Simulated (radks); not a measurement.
Problem. All-electron atom: Kr XXXI in [He] 2s2 2p2. All-electron calculation, Dirac Kohn-Sham, PBE, spin-unpolarised, spherical densities, point nucleus; open shells are shared between the two j in proportion to 2j + 1. Program: a radial shooting solver on a logarithmic mesh with Libxc functionals. Some entries of the table are withheld. Estimate them.

| orbital | occ. | eigenvalue (hartree) | <r> (bohr) |
|---|---|---|---|
| 1s1/2 | 2 | -597.6548 | (1) |
| 2s1/2 | 2 | (2) | (3) |
| 2p1/2 | 0.666667 | (4) | 0.1463 |
| 2p3/2 | 1.33333 | (5) | 0.1497 |

Solution. 
(1) 1s1/2 <r> (bohr): 0.04133
(2) 2s1/2 eigenvalue (hartree): -133.4372
(3) 2s1/2 <r> (bohr): 0.1728
(4) 2p1/2 eigenvalue (hartree): -129.3362
(5) 2p3/2 eigenvalue (hartree): -127.0184
